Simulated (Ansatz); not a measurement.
CH7BFNOSi (`C[Si](N)(F)BO`). Total charge 0; spin multiplicity 1. The structure was optimised at the PBE0-D4/def2-TZVP level. It is one conformer, not always the lowest.

```xyz
13

C     0.695    1.636   -0.738
Si   -0.069   -0.044   -0.509
N    -1.727    0.137   -0.155
F     0.196   -0.817   -1.911
B     0.746   -1.223    0.927
O    -0.101   -1.972    1.673
H     0.180    2.193   -1.526
H     1.745    1.550   -1.027
H     0.638    2.222    0.182
H    -2.240   -0.616    0.275
H    -2.333    0.764   -0.658
H     1.931   -1.304    1.143
H     0.339   -2.526    2.325
```

(1) What is the dipole moment at ωB97M-V/def2-TZVPP? (Best estimate.)

(2) And with PBE, r2SCAN, B3LYP? (Estimate.)

(3) Give the Mulliken charges with ωB97M-V, B3LYP, r2SCAN in def2-TZVPP. (Estimate.)

## Answers

(1) Ansatz gave: 2.16 D, with components (-0.33, -0.10, 2.14) D in this frame, pointing from negative to positive charge.

(2) The calculation gave: PBE 2.17 D, r2SCAN 2.15 D, B3LYP 2.17 D.

(3) Computed: 
```csv
atom,ωB97M-V,B3LYP,r2SCAN
C1,-0.47,-0.41,-0.33
Si2,0.60,0.60,0.65
N3,-0.37,-0.41,-0.46
F4,-0.33,-0.34,-0.34
B5,0.01,0.07,0.08
O6,-0.25,-0.25,-0.29
H7,0.11,0.09,0.06
H8,0.12,0.10,0.07
H9,0.12,0.10,0.07
H10,0.12,0.14,0.16
H11,0.11,0.13,0.15
H12,0.03,-0.01,-0.05
H13,0.19,0.20,0.22
```

B3LYP here is the variant with VWN-RPA as its local correlation; programs differ in this.
